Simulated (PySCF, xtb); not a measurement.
difluoro(fluorosilyl)silane (F3H3Si2), SMILES F[SiH2][SiH](F)F.

GFN2-xTB (xtb 6.7.1) at its own geometry gives an orbital gap of 4.45 eV and a dipole moment of 1.14 D.

Coordinates come from a ωB97X-D3(BJ)/def2-SVP optimisation. Other conformers were not sampled.

### Question
What does PBE/def2-TZVP in PySCF give? (The exact figures need the calculation; the answer reports its results.)

### Answer
gap 5.22 eV (levels -7.43 and -2.20 eV), dipole 1.21 D.
